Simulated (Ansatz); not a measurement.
Born–Oppenheimer molecular dynamics of CH4BClO (8 atoms, charge 0, multiplicity 1). It goes on from the last frame of an earlier run, with new velocities.

Method: RHF/def2-SVP in Ansatz 0.2.0.

* ensemble: NVT, Langevin thermostat
* time step: 0.5 fs
* steps asked: 250
* set temperature: 1500 K
* friction: 0.01 /fs
* seed: 528441

First frame:

```xyz
8
Properties=species:S:1:pos:R:3
B 0.035 -0.025 0.093
O 0.058 0.201 1.415
H -0.834 0.226 1.729
C 1.382 -0.018 -0.689
H 1.426 -0.835 -1.497
H 1.437 0.900 -1.257
H 2.206 0.047 0.010
Cl -1.498 -0.350 -0.811
```

Q: What does the run give?

A: All steps were run.

* steps done: 250
* time covered: 125 fs
* mean temperature over the second half: 1321 K
* spread of the potential energy over the second half: 22.0 meV per atom
* mean potential energy of the second half above the start: 92.8 meV per atom

The mean temperature of the second half is 12 % below the set value. A run of 0.12 ps of so small a system gives no equilibrium averages.

Q: What happens to the structure?

A: The same pairs are bonded in the first frame and the last. Pairs count as bonded within 1.25 times the sum of covalent radii (0.12 Å more for H–H). Another seed would give other details.

Q: How do temperature and energy run in time?

A: 
| time (fs) | T (K) | potential energy less start (eV) |
| --- | --- | --- |
| 0 | 1312 | 0.000 |
| 6 | 578 | 0.406 |
| 12 | 868 | 0.237 |
| 18 | 845 | 0.242 |
| 24 | 573 | 0.670 |
| 30 | 756 | 0.577 |
| 36 | 633 | 0.878 |
| 42 | 1416 | 0.141 |
| 48 | 934 | 0.793 |
| 54 | 1463 | 0.487 |
| 60 | 943 | 0.739 |
| 66 | 1409 | 0.465 |
| 72 | 1141 | 0.744 |
| 78 | 1326 | 0.859 |
| 84 | 1235 | 0.926 |
| 90 | 997 | 0.901 |
| 96 | 987 | 0.810 |
| 102 | 1348 | 0.836 |
| 108 | 1699 | 0.623 |
| 114 | 1537 | 0.573 |
| 120 | 1375 | 0.797 |

The run took 4.4 min on 1 thread of Arm Neoverse V1 (shared host), peak memory 0.13 GiB.
